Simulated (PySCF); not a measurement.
Molfile (atoms numbered from 1):
```
C2H10OSi2
     RDKit          3D

 15 14  0  0  0  0  0  0  0  0999 V2000
    2.1977   -0.4001    1.1309 O   0  0  0  0  0  0  0  0  0  0  0  0
    1.9588   -0.0815   -0.4922 Si  0  0  0  0  0  4  0  0  0  0  0  0
    0.1880    0.5060   -0.6385 C   0  0  0  0  0  0  0  0  0  0  0  0
   -0.8268   -0.5129   -0.1042 C   0  0  0  0  0  0  0  0  0  0  0  0
   -2.6133    0.0899   -0.1645 Si  0  0  0  0  0  4  0  0  0  0  0  0
    3.0429   -0.7816    1.3835 H   0  0  0  0  0  0  0  0  0  0  0  0
    2.1681   -1.3219   -1.3102 H   0  0  0  0  0  0  0  0  0  0  0  0
    2.9139    0.9622   -0.9878 H   0  0  0  0  0  0  0  0  0  0  0  0
    0.1087    1.4624   -0.0915 H   0  0  0  0  0  0  0  0  0  0  0  0
   -0.0096    0.7484   -1.6981 H   0  0  0  0  0  0  0  0  0  0  0  0
   -0.7648   -1.4580   -0.6723 H   0  0  0  0  0  0  0  0  0  0  0  0
   -0.5847   -0.7757    0.9399 H   0  0  0  0  0  0  0  0  0  0  0  0
   -3.5527   -0.9514    0.3577 H   0  0  0  0  0  0  0  0  0  0  0  0
   -3.0013    0.4170   -1.5733 H   0  0  0  0  0  0  0  0  0  0  0  0
   -2.7698    1.3301    0.6588 H   0  0  0  0  0  0  0  0  0  0  0  0
  1  2  1  0
  2  3  1  0
  3  4  1  0
  4  5  1  0
  1  6  1  0
  2  7  1  0
  2  8  1  0
  3  9  1  0
  3 10  1  0
  4 11  1  0
  4 12  1  0
  5 13  1  0
  5 14  1  0
  5 15  1  0
M  END
```

Geometry: PBE0-D3(BJ)/def2-SVP; GIAO shifts from PySCF 2.14.0 with density-fitted response routines, gas phase, non-relativistic, averaged over equivalent atoms.

At PBE/pcSseg-1 (149 basis functions, 20 s wall time on 1 thread of an Arm Neoverse V1, shared host):
```
      atoms  δ (ppm)
         O1     16.6
        Si2    -10.6
        Si5    -63.3
         C3     13.2
         C4      3.4
      H7/H8     5.28
H13/H14/H15     3.99
    H11/H12     0.95
     H9/H10     0.73
         H6     0.25
```

References, each an isolated molecule treated in the same way: H2O for 17O (σ = 334.63 ppm); TMS for 29Si (σ = 334.61 ppm), 13C (σ = 180.03 ppm), 1H (σ = 31.20 ppm).

Task: What do these become at B3LYP/pcSseg-1?

Result: 
```json
{"atoms": "O1", "δ at B3LYP/pcSseg-1": "13.6", "change": "-3.0"}
{"atoms": "Si2", "δ at B3LYP/pcSseg-1": "-14.4", "change": "-3.8"}
{"atoms": "Si5", "δ at B3LYP/pcSseg-1": "-61.0", "change": "+2.3"}
{"atoms": "C3", "δ at B3LYP/pcSseg-1": "12.3", "change": "-0.9"}
{"atoms": "C4", "δ at B3LYP/pcSseg-1": "3.2", "change": "-0.2"}
{"atoms": "H7/H8", "δ at B3LYP/pcSseg-1": "4.93", "change": "-0.35"}
{"atoms": "H13/H14/H15", "δ at B3LYP/pcSseg-1": "3.84", "change": "-0.15"}
{"atoms": "H11/H12", "δ at B3LYP/pcSseg-1": "0.85", "change": "-0.10"}
{"atoms": "H9/H10", "δ at B3LYP/pcSseg-1": "0.61", "change": "-0.12"}
{"atoms": "H6", "δ at B3LYP/pcSseg-1": "0.46", "change": "+0.21"}
```

References, each an isolated molecule treated in the same way: H2O for 17O (σ = 334.04 ppm); 29Si (σ = 337.86 ppm), 13C (σ = 179.24 ppm), 1H (σ = 31.38 ppm) vs TMS.

The largest change is at Si2 (silicon bonded to C, O, 2 H). Cost: 149 basis functions, 13 s wall time on 1 thread of an Arm Neoverse V1, shared host.

Experimental scales use liquid or dissolved standards, which lie at an offset from isolated H2O (liquid H2O: subtract about 36 ppm).
